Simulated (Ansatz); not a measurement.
Two isomers of C3H6BN: A = `CB1N=C1C`, B = `BN=C1CC1`.

Computed with Ansatz on PBE0-D4/def2-TZVP structures; ΔE is electronic, products minus reactants. CCSD(T)/CBS adds triple-zeta CCSD(T) − MP2 to the extrapolated MP2 energy (def2 sets, frozen cores). Functionals use def2-TZVPP. B3LYP here is the variant with VWN-RPA as its local correlation; programs differ in this.

Question: Which isomer does CCSD(T)/CBS put lower? Give the gap. (Best estimate.)

Answer: The calculation gave: A, by 23.3 kcal/mol.

Question: Give E(B) − E(A) in kcal/mol with B3LYP, PBE0-D4, ωB97M-V, B3LYP-D4, PBE-D4, CCSD(T)/def2-SVP, r2SCAN-D4. (Best estimate.)

Answer: The calculation gave: B3LYP 19.1, PBE0-D4 20.1, ωB97M-V 23.6, B3LYP-D4 19.0, PBE-D4 16.5, CCSD(T)/def2-SVP 20.5, r2SCAN-D4 19.4. None reverses the order clearly.

Question: Does the order hold for the free energy at 298.15 K (harmonic terms from PBE0-D4)? (Estimate.)

Answer: The calculation gave: Yes: G(B) − G(A) = +23.8 kcal/mol. Modes under 60 cm⁻¹, often nearly free rotors, make the harmonic entropy too high.

Largest T1 diagnostic: 0.015.

In def2-TZVPP, CCSD(T) changes the Hartree–Fock value by −5.1 kcal/mol (the triples alone add −0.8 kcal/mol) and MP2 by −4.3 kcal/mol. From PBE to PBE0 (25 % exact exchange), in def2-TZVPP and without D4, E(B) − E(A) moves by +3.6 kcal/mol.
